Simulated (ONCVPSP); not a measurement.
## Se: one change to an ONCV potential, before and after

selenium (Se), optimised norm-conserving Vanderbilt (ONCV), made with ONCVPSP 4.0.1 (PBEsol, scalar-relativistic). Core [Ar] 3d10, reference 4s2 4p4. Waves: 4s: rc 1.60 bohr, ncon 3, nbas 6, qcut 4.3 1/bohr, 3 projectors, debl 3.4 Ha; 4p: rc 1.55 bohr, ncon 5, nbas 9, qcut 6.4 1/bohr, 1 projector; d scattering state at 0.02 Ha: rc 1.25 bohr, ncon 3, nbas 8, qcut 7.5 1/bohr, 2 projectors, debl 1.6 Ha. Local part: polynomial inside 1.15 bohr (lpopt 5, dvloc0 4 Ha). Core correction: Teter function, fcfact 4, rcfact 1.3.

All-electron outer shells of the reference configuration (PBEsol, scalar-relativistic, ld1.x):

```json
{"shell": "3p", "level (eV)": "-152.76", "outermost node (bohr)": "0.21", "outermost maximum (bohr)": "0.50"}
{"shell": "3d", "level (eV)": "-53.12", "outermost node (bohr)": "–", "outermost maximum (bohr)": "0.45"}
{"shell": "4s", "level (eV)": "-17.29", "outermost node (bohr)": "0.70", "outermost maximum (bohr)": "1.51"}
{"shell": "4p", "level (eV)": "-6.51", "outermost node (bohr)": "0.74", "outermost maximum (bohr)": "1.80"}
```

Change: all radii but the core radius scaled by about 1.04 (s 1.66, p 1.62, d 1.30 bohr); local potential polynomial inside 1.20 bohr (lpopt 5, dvloc0 4 Ha).

Cutoffs: the cutoffs (Ha) at which the residual kinetic energy of the hardest occupied pseudo-wave falls to 1 and 0.1 mHa per electron; they do not see the model core or the augmentation charge, which bear on the density cutoff. Errors are all-electron minus pseudo energies relative to the spin-unpolarised reference configuration.

**Question.** What does the change do?

**Answer.** The potential gets softer (13 Ha and 37 Ha → 11 Ha and 33 Ha); both files keep a bound ghost (d); the errors of the 4 common tests hardly move. A larger radius leaves more room for a smooth pseudo-wave, so fewer plane waves are needed.

| quantity | base | changed |
| --- | --- | --- |
| cutoff, loose | 13 Ha | 11 Ha |
| cutoff, tight | 37 Ha | 33 Ha |
| loose cutoff by channel | s 13 Ha, p 10 Ha | s 10 Ha, p 11 Ha |
| bound ghosts | d | d |
| GHOST(+) flags under 300 eV | s at 270.8 eV | s at 280.1 eV |
| error for 4s2 4p3, meV [ΔE 10.85 eV] | -1.1 | -1.3 |
| error for 4s2 4p2, meV [ΔE 31.22 eV] | -8.7 | -8.8 |
| error for 4s2 4p1, meV [ΔE 62.12 eV] | -46 | -44 |
| error for 4s2 4p3.5, meV [ΔE 4.31 eV] | -0.4 | -0.5 |
| rms error of d²Exc/dni dnj with the model core, mHa | 0.30 | 0.25 |

 A true bound ghost makes a file unfit for plane-wave use even where its test errors are small: the radial tests pick states by their node count and pass the ghost by.
